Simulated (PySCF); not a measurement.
**Correlation energy of Co (cobalt, neutral)**

[Ar] 3d8 4s1, high-spin 4F determinant (an excited configuration). Computed with PySCF 2.14 in ANO-RCC-VTZP (6s5p3d2f1g, 59 functions), with the spin-free X2C one-electron Hamiltonian (Gaussian nucleus). Frozen: [Ne]; 17 electrons correlated.

```json
{"level": "CCSD", "correlation energy (mhartree)": "-558.33"}
{"level": "(T)", "correlation energy (mhartree)": "-14.21"}
{"level": "CCSD(T)", "correlation energy (mhartree)": "-572.54"}
```

Diagnostics: T1 = 0.015, D1 = 0.0564, largest double amplitude 0.038.

Cost of the coupled-cluster step: about 8 core-seconds, for 17 correlated electrons.
